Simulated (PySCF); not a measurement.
C7H5N.
Bonds: C1–C2 (triple), C2–C3, C3–C4, C4–C5 (triple), C3–N6 (double), N6–C7, C7–C8 (double). Hydrogens: H9 on C1; H10 on C5; H11 on C7; H12, H13 on C8.

Vertical excitations from PySCF (density fitting, frozen core in the response, grid level 2 and gas phase unless stated; continuum runs use non-equilibrium linear response for the excitations) on a GFN2-xTB geometry. Reference run:

| settings | S1, eV (f) | S2, eV (f) | S3, eV (f) | S4, eV (f) | S5, eV (f) | S6, eV (f) | T1, eV (Tamm–Dancoff) | mean α (au) |
| --- | --- | --- | --- | --- | --- | --- | --- | --- |
| PBE0/def2-SVPD, full TDDFT, 6 singlets | 3.82 (0.001) | 4.39 (0.592) | 4.42 (0.002) | 5.06 (0.000) | 5.25 (0.084) | 5.74 (0.000) | 2.35 | 103.3 |

Question: What do these settings give: (1) BHandHLYP/6-31G*, IEF-PCM water, start guess vsap, TDA, 25 singlets; (2) WP04/Sadlej pVTZ, start guess sap, TDA, 6 singlets; (3) CAM-B3LYP/def2-SVPD, IEF-PCM dimethylsulfoxide, start guess huckel, full TDDFT, 25 singlets?

Answer: 
| settings | S1, eV (f) | S2, eV (f) | S3, eV (f) | S4, eV (f) | S5, eV (f) | S6, eV (f) | T1, eV (Tamm–Dancoff) | mean α (au) |
| --- | --- | --- | --- | --- | --- | --- | --- | --- |
| BHandHLYP/6-31G*, IEF-PCM water, start guess vsap, TDA, 25 singlets | 4.55 (0.004) | 4.83 (1.018) | 4.93 (0.001) | 5.49 (0.000) | 5.76 (0.107) | 6.27 (0.000) | – | 113.6 |
| WP04/Sadlej pVTZ, start guess sap, TDA, 6 singlets | 3.83 (0.001) | 4.16 (0.000) | 4.60 (0.805) | 4.76 (0.000) | 4.95 (0.087) | 5.46 (0.000) | – | 102.1 |
| CAM-B3LYP/def2-SVPD, IEF-PCM dimethylsulfoxide, start guess huckel, full TDDFT, 25 singlets | 4.15 (0.003) | 4.32 (0.759) | 4.75 (0.000) | 5.33 (0.000) | 5.53 (0.129) | 6.10 (0.000) | – | 141.8 |

(1) S1 moves by +0.73 eV; functional, basis, environment and response scheme change together, so the shift can't be laid on one. (2) S1 moves by +0.01 eV; functional, basis and response scheme change together, so the shift can't be laid on one. (3) S1 moves by +0.33 eV; functional and environment change together, so the shift can't be laid on one. States are counted by energy in each run and needn't keep their character from row to row.

All basis functions are spherical, in the Pople sets too. WP04 was designed for NMR shieldings or shifts; total energies of different functionals aren't comparable.

Question: Which orbital pairs make up S1 in each run, and how does it sit against the orbital gap?

Answer: 
```tsv
settings	S1 configurations (weight)	S1 (eV)	orbital gap (eV)	S1 − gap (eV)
PBE0/def2-SVPD, full TDDFT, 6 singlets	H−1→L 0.97	3.82	4.56	-0.74
BHandHLYP/6-31G*, IEF-PCM water, start guess vsap, TDA, 25 singlets	H−3→L 0.68, H−1→L 0.28	4.55	6.41	-1.86
WP04/Sadlej pVTZ, start guess sap, TDA, 6 singlets	H−1→L 0.99	3.83	3.66	+0.17
CAM-B3LYP/def2-SVPD, IEF-PCM dimethylsulfoxide, start guess huckel, full TDDFT, 25 singlets	H−1→L 0.73, H−2→L 0.25	4.15	6.76	-2.61
```

One conformer (not necessarily the lowest) at the GFN2-xTB geometry, without vibrations or thermal averaging.

Shape of the structure used: `[CH:1]#[C:2][C:3]([C:4]#[CH:5])=[N:6][CH:7]=[CH2:8]`: C3–N6–C7–C8 -179°.
